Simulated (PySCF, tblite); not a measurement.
Species: C6H8N2.
Numbering: `[CH2:1]=[CH:2][c:3]1[cH:4][n:5][nH:6][c:7]1[CH3:8]` (hydrogens: H9, H10 on C1; H11 on C2; H12 on C4; H13 on N6; H14, H15, H16 on C8)

The geometry is computed with GFN2-xTB (gas phase).

Q: Give the optimised bond lengths and angles.

A: 
| bond | length (Å) | order |
| --- | --- | --- |
| C1=C2 | 1.327 | double |
| C2–C3 | 1.445 | single |
| C3–C4 | 1.414 | aromatic |
| C4–N5 | 1.314 | aromatic |
| N5–N6 | 1.335 | aromatic |
| N6–C7 | 1.350 | aromatic |
| C7–C8 | 1.485 | single |
| C3–C7 | 1.391 | aromatic |
| C1–H9 | 1.076 | single |
| C1–H10 | 1.076 | single |
| C2–H11 | 1.083 | single |
| C4–H12 | 1.071 | single |
| N6–H13 | 1.008 | single |
| C8–H14, C8–H15, C8–H16 | 1.089 | single |

Bonds in one row agree within 0.01 Å and their mean is given. Orders are formal, as drawn. A selection of angles:
| angle | degrees |
| --- | --- |
| C2–C1–H9 | 121.6 |
| C2–C1–H10 | 121.9 |
| H9–C1–H10 | 116.5 |
| C1–C2–C3 | 125.1 |
| C1–C2–H11 | 119.9 |
| C3–C2–H11 | 115.0 |
| C2–C3–C4 | 129.4 |
| C2–C3–C7 | 126.5 |
| C4–C3–C7 | 104.1 |
| C3–C4–N5 | 111.4 |
| C3–C4–H12 | 128.6 |
| N5–C4–H12 | 120.0 |
| C4–N5–N6 | 105.6 |
| N5–N6–C7 | 112.8 |
| N5–N6–H13 | 119.7 |
| C7–N6–H13 | 127.5 |
| N6–C7–C8 | 122.8 |
| C3–C7–N6 | 106.1 |
| C3–C7–C8 | 131.2 |
| C7–C8–H14 | 110.5 |
| H14–C8–H15 | 108.7 |
| H14–C8–H16 | 107.9 |

Torsions: C1–C2–C3–C4 0° (synperiplanar).

The 5-membered ring C3–C4–N5–N6–C7 has internal angles of 104.1° to 112.8° (sum 540°, against 540° for a flat polygon); it is planar, 0.00 Å rms from its mean plane, widest ring torsion 0°. The 5 C–C bonds span 1.327 Å (C1=C2, drawn double) to 1.485 Å (C7–C8, drawn single), a spread of 0.158 Å. N6 (pyrrole-type nitrogen) is planar (angles 127.5°, 119.7° and 112.8°, sum 360.0°, 0.00 Å off the plane of its three neighbours). The 8 heavy atoms lie in one plane (0.001 Å rms). The 2 C–N bonds span 1.314 Å (C4–N5, aromatic) to 1.350 Å (N6–C7, aromatic), a spread of 0.036 Å. Of the pairs four or more bonds apart, C4···H10 is among the closest relative to their van der Waals radii: 2.86 Å, 99 % of the sum of Bondi's values.

Point group: Cs (tolerance 0.08 Å). Its GFN2-xTB frequencies are all real (lowest 24 cm⁻¹). The numbers are those of one conformer. 2 starts were optimised and ended at 0.00 and 0.03 kcal/mol (GFN2-xTB); the lowest of these is shown.
